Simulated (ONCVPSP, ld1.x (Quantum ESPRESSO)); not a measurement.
## Hardness and transferability of assorted potentials

Generated with ld1.x 7.5 (TM, RRKJ, ultrasoft, PAW), atompaw 4.2 or ONCVPSP 4.0.1. The cutoff is in Ry: for ld1.x and atompaw files where the sum of valence levels is converged to 10 mRy in a Bessel basis, for ONCV files where the hardest occupied wave has 1 mHa per electron of residual kinetic energy. The error is the largest all-electron minus pseudo excitation energy over each file’s own four to seven test configurations (ionisations up to +4, promotions, holes and added fractions of an electron), all of which were solved. The labels leave out finer settings (local radius, basis sizes, second energies), which also bear on the numbers. Spin-polarised tests are not counted. The rows are a selection from randomly drawn settings: files with unsolved tests, undetermined cutoffs or missed reference levels are left out.

A true bound ghost makes a file unfit for plane-wave use even where its test errors are small: the radial tests pick states by their node count and pass the ghost by.

| element | potential | cutoff (Ry) | largest error (meV) | bound ghosts |
| --- | --- | --- | --- | --- |
| Li | ONCV, LDA (Perdew-Wang 92), scalar-relativistic, rc 1.15/4.00 (sp), local smoothed, core correction no, reference 1s2 2s0.75 2p0.25, qcut 8.8/2.2, projectors 3/2 | 67 | -6.2 | none |
| Br | TM, PW91, fully relativistic, rc 1.00/1.75 (sp), local s, core correction yes, reference 4s2 4p5 | 200 | -141 | p3/2, p1/2 |
| Nb | TM, PBE, scalar-relativistic, rc 2.60/3.60/1.65 (spd), local s, core correction yes, reference 4d4 5s1 5p0 | 40 | -1801 | none |
| Sn | TM, PW91, scalar-relativistic, rc 1.65/2.40/2.10 (spd), local s, core correction yes, reference 5s1.5 5p2.5 | 25 | -268 | d |
| Sb | TM, PBE, fully relativistic, rc 2.00/2.55/1.65 (spd), local s, core correction yes, reference 4d10 5s2 5p3 | 90 | -387 | none |
| Xe | ONCV, LDA (Perdew-Wang 92), non-relativistic, rc 1.44/1.22/0.80/1.36 (spdf), local d, core correction yes, reference 4p6 4d10 5s2 5p6, qcut 3.5/7.6/10.6/6.9, projectors 2/2/0/2 | 137 | -7.5 | s |

Problem. Fill in the row for Ir: PAW, PBE, scalar-relativistic, rc 2.50/2.80/1.60/2.55 (spdf), local smoothed, core correction yes, reference 5d7 6s2 6p0.

Solution. cutoff 40 Ry, largest error -65 meV, bound ghosts: none.
